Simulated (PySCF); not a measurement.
phosphine (H$_{3}$P), singlet, geometry from GFN2-xTB. Base run: BLYP/pcseg-1 (PySCF).

The PySCF input:
```python
from pyscf import gto, scf, dft

mol = gto.M(
    atom='''
P    -0.001725    0.004043    0.127968
H    -0.005864    1.133654   -0.676494
H     1.015563   -0.584185   -0.608449
H    -0.983827   -0.610119   -0.634578
''',
    basis='pcseg-1',
    charge=0,
    spin=0,
    verbose=3,
)

mf = dft.RKS(mol)
mf.xc = 'blyp'
mf.kernel()
mf.analyze()
```

Each row names what was changed in the base input (with any setting that the change needs).

```csv
change,ΔE vs base (µEh),grid points,electrons on the grid
base,0.0,48608,18.00000
"grids.atom_grid = (150, 974)",0.1,324720,18.00000
grids.radi_method = gauss_chebyshev,-0.1,47656,18.00000
grids.level = 1,20.6,13832,17.99993
grids.prune = dft.gen_grid.treutler_prune,0.0,43096,18.00000
grids.level = 7,0.1,237680,18.00000
grids.level = 4,0.2,76200,18.00000
"grids.atom_grid = (99, 590)",0.1,129744,18.00000
grids.becke_scheme = stratmann,0.2,48608,18.00000
grids.level = 2,1.2,28048,18.00000
grids.radi_method = mura_knowles,0.0,46360,18.00000
```
